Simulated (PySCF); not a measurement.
Computed IR spectrum (relative IR intensity) of a molecule C2H6ClNSi2. Geometry optimised at PBE-D3(BJ)/def2-SVP. The values are those of a single conformer. Computed with PySCF with PBE-D3(BJ)/def2-SVP. Frequencies are harmonic and unscaled.

Lines under 2 % of the strongest are left out, and lines within 2 cm⁻¹ are merged.

| ν (cm⁻¹) | relative intensity |
|---|---|
| 43 | 3.6 |
| 78 | 3.5 |
| 114 | 3.2 |
| 155 | 2.4 |
| 388 | 3.1 |
| 451 | 4.2 |
| 471 | 5.9 |
| 491 | 13 |
| 551 | 28 |
| 650 | 8.1 |
| 684 | 15 |
| 745 | 100 |
| 801 | 92 |
| 842 | 10 |
| 896 | 38 |
| 1116 | 17 |
| 1353 | 5.7 |
| 2160 | 23 |
| 2173 | 12 |
| 2181 | 60 |
| 2184 | 31 |
| 2283 | 13 |

**Question.** Identify the compound among the candidates.
(A) C[Si@@H]1N=C[Si@@H]1Cl
(B) [SiH3][C@H]1N=C[Si@H]1Cl
(C) Cl[SiH2]C1=N[SiH2]C1
(D) N#CC[Si@H]([SiH3])Cl

**Answer.** D, N#CC[Si@H]([SiH3])Cl
